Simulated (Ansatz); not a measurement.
Cost and result for the atomization energy of C₂H₆ClNSi, SMILES `N=C([SiH3])CCl` (11 atoms, 10 bonds).

```xyz
11

N    -1.091    1.306    0.265
C    -0.289    0.361    0.014
Si    0.266   -0.663    1.520
C     0.250   -0.020   -1.339
Cl   -0.344    1.002   -2.662
H    -1.346    1.809   -0.593
H     0.916    0.238    2.501
H     1.237   -1.705    1.086
H    -0.920   -1.321    2.119
H     1.341    0.045   -1.338
H    -0.020   -1.052   -1.573
```

Total charge 0; spin multiplicity 1. The structure was optimised at the PBE0-D4/def2-TZVP level. It is one conformer, not always the lowest. Program: Ansatz. All runs use 4 threads of an Arm Neoverse V2 on a shared host. Times are those of one run each, without the atoms' runs, and a repeat can differ threefold. Electronic energies, without spin–orbit coupling; frozen cores. CCSD(T)/CBS adds CCSD(T) − MP2 in def2-TZVPP to the MP2 limit, and its time is that of the two runs behind it. T1 = 0.012. B3LYP takes the VWN-RPA correlation (the form of Gaussian; ORCA's B3LYP/G).

CCSD(T)/CBS is a level of theory with its own doubt, some kJ/mol a heavy atom from the limit and from the frozen cores, so smaller differences don't rank the functionals.

```csv
level,functions,wall time
PBE-D4/def2-TZVPP (with forces),261,2.5 s
PBE0-D4/def2-TZVPP,261,3.1 s
B3LYP-D4/def2-TZVPP (with forces),261,4.9 s
r2SCAN-D4/def2-TZVPP (with forces),261,5 s
B2PLYP/def2-TZVPP,261,5.5 s
ωB97X-V/def2-TZVPP,261,8 s
ωB97M-V/def2-TZVPP (with forces),261,12 s
MP2/def2-QZVPP,491,23 s
CCSD(T)/def2-TZVPP,261,2.5 min
CCSD(T)/CBS(def2),–,2.9 min
```

Task: What atomization energy does each give, and how far from CCSD(T)/CBS? (An estimate is asked.)

Result: Ansatz gave: 
```json
{"level": "PBE-D4/def2-TZVPP (with forces)", "atomization (kJ/mol)": "3957.3", "difference from CCSD(T)/CBS": "92.7", "per bond": "9.3"}
{"level": "PBE0-D4/def2-TZVPP", "atomization (kJ/mol)": "3880.0", "difference from CCSD(T)/CBS": "15.4", "per bond": "1.5"}
{"level": "B3LYP-D4/def2-TZVPP (with forces)", "atomization (kJ/mol)": "3872.6", "difference from CCSD(T)/CBS": "8.0", "per bond": "0.8"}
{"level": "r2SCAN-D4/def2-TZVPP (with forces)", "atomization (kJ/mol)": "3867.9", "difference from CCSD(T)/CBS": "3.3", "per bond": "0.3"}
{"level": "B2PLYP/def2-TZVPP", "atomization (kJ/mol)": "3821.1", "difference from CCSD(T)/CBS": "-43.5", "per bond": "-4.3"}
{"level": "ωB97X-V/def2-TZVPP", "atomization (kJ/mol)": "3887.3", "difference from CCSD(T)/CBS": "22.7", "per bond": "2.3"}
{"level": "ωB97M-V/def2-TZVPP (with forces)", "atomization (kJ/mol)": "3883.6", "difference from CCSD(T)/CBS": "19.0", "per bond": "1.9"}
{"level": "MP2/def2-QZVPP", "atomization (kJ/mol)": "3871.0", "difference from CCSD(T)/CBS": "6.4", "per bond": "0.6"}
{"level": "CCSD(T)/def2-TZVPP", "atomization (kJ/mol)": "3753.9", "difference from CCSD(T)/CBS": "-110.7", "per bond": "-11.1"}
{"level": "CCSD(T)/CBS(def2)", "atomization (kJ/mol)": "3864.6", "difference from CCSD(T)/CBS": "0.0", "per bond": "0.0"}
```

The D4 term adds +41.1 kJ/mol with B3LYP and +21.5 kJ/mol with PBE0; it sums over pairs of atoms, weighted by their polarisabilities, and B3LYP, whose exchange is more repulsive, gets the larger term. In def2-TZVPP, CCSD(T) changes the Hartree–Fock value by +1015.5 kJ/mol (the triples alone add +67.1 kJ/mol) and MP2 by +1067.0 kJ/mol; breaking electron pairs costs correlation energy, which Hartree–Fock lacks. From PBE to PBE0 (25 % exact exchange), in def2-TZVPP and without D4, the atomization energy moves by −73.4 kJ/mol: exact exchange takes away binding that semilocal exchange gives to molecules.
